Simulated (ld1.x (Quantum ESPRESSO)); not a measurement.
## What the settings do to the TM potential of indium

Base potential:

ld1.x (Quantum ESPRESSO) 7.5 input, shortened:

```
&input
   title='In', zed=49., rel=0, dft='PZ', iswitch=3,
   config='[Kr] 4d10 5s2 5p1 5d-2'
 /
 &inputp
   pseudotype=2, tm=.true., lloc=2,
   nlcc=.true., new_core_ps=.true., rcore=1.05
 /
3
5S  1  0   2.00   0.00  2.20  2.20  0.0
5P  2  1   1.00   0.00  2.60  2.60  0.0
5D  3  2  -2.00   0.10  2.45  2.45  0.0
 &test
   configts(1)='5s2 5p1'
 /
```

Cutoffs, loose and tight: the cutoffs (Ry, on a coarse ladder) from which the occupation-weighted sum of valence levels, in a spherical-Bessel basis at the reference potential, stays within 10 and 1 mRy of its value at 400 Ry. They do not see the model core or the augmentation charge, which bear on the density cutoff. Test errors are all-electron minus pseudo excitation energies from the reference, over the configurations 5s2 5p0; 5s1 5p0; 5s2 5p0.5; 5s1 5p2; 5s2 5p1.3; 5s0 5p3; 5s1 5p1 (two spin-polarised tests are not counted in the largest error). A dash means not determined; rows that change the core or the reference have their own tests. The largest error is taken over the tests solved by every variant that gives reliable tests at all: 5s0 5p3; 5s1 5p2; 5s2 5p0; 5s2 5p0.5; 5s2 5p1.3.

A true bound ghost makes a file unfit for plane-wave use even where its test errors are small: the radial tests pick states by their node count and pass the ghost by. Where a test does run into it, the solver fails or the error is huge.

| change | outcome | cutoff, loose | cutoff, tight | bound ghosts | largest test error (meV) |
| --- | --- | --- | --- | --- | --- |
| base | generated | 10 Ry | 25 Ry | s, p | -58 |
| wave 5p (bound): rc 2.60 bohr becomes 5p (bound): rc 1.76 bohr | generated | 35 Ry | 80 Ry | s, p | -52 |
| wave 5p (bound): rc 2.60 bohr becomes 5p (bound): rc 2.20 bohr | generated | 10 Ry | 25 Ry | s, p | -55 |
| wave 5p (bound): rc 2.60 bohr becomes 5p (bound): rc 2.58 bohr | generated | 10 Ry | 25 Ry | s, p | -58 |

Task: What comes out with this change to the base: wave 5p (bound): rc 2.60 bohr becomes 5p (bound): rc 3.90 bohr?

Result: outcome: generated; cutoff, loose: 8 Ry; cutoff, tight: 25 Ry; bound ghosts: s, p; largest test error (meV): -14.

Task: What comes out with this change to the base: wave 5p (bound): rc 2.60 bohr becomes 5p (bound): rc 3.00 bohr?

Result: outcome: generated; cutoff, loose: 10 Ry; cutoff, tight: 25 Ry; bound ghosts: s, p; largest test error (meV): -48.

Task: What comes out with this change to the base: wave 5p (bound): rc 2.60 bohr becomes 5p (bound): rc 3.42 bohr?

Result: outcome: generated; cutoff, loose: 10 Ry; cutoff, tight: 25 Ry; bound ghosts: s, p; largest test error (meV): -31.

Reading the sweep of the p radius (base included, trends over the rows without a ghost): Bound ghosts are found at 1.76, 2.2, 2.58, 2.6, 3, 3.42, 3.9 bohr. Every judged row has one, so this setting neither creates nor removes them.
